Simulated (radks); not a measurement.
Question: Sc+, configuration [Ne] 3s2 3p5.75 3d1 4s1 4f0.25 (fractional occupations, a model configuration). Calculated with a radial shooting solver on a logarithmic mesh with Libxc functionals: non-relativistic Kohn-Sham, PBEsol, spin-polarised, spherical densities, point nucleus; open shells are filled with parallel spins first. Some entries of the table are withheld. Estimate them.

orbital,occ.,eigenvalue (eV),<r> (bohr),<r^2> (bohr^2)
1s up,1,-4376.184,0.07366,0.007283
1s down,1,-4376.068,0.07366,0.007283
2s up,1,-479.6269,0.3465,0.1420
2s down,1,-479.2505,0.3463,0.1418
2p up,3,-398.1704,0.3088,0.1178
2p down,3,-397.8276,0.3086,0.1176
3s up,1,-64.8563,1.078,1.339
3s down,1,-63.5173,1.077,1.337
3p up,3,-44.0324,1.161,1.587
3p down,2.75,-42.6777,1.159,1.580
3d up,1,-13.2332,1.585,(1)
3d down,0,-11.7697,1.560,(2)
4s up,1,-11.5572,3.198,11.57
4f up,0.25,(3),11.19,139.1

Answer: 
(1) 3d up <r^2> (bohr^2): 3.227
(2) 3d down <r^2> (bohr^2): 3.113
(3) 4f up eigenvalue (eV): -1.7890
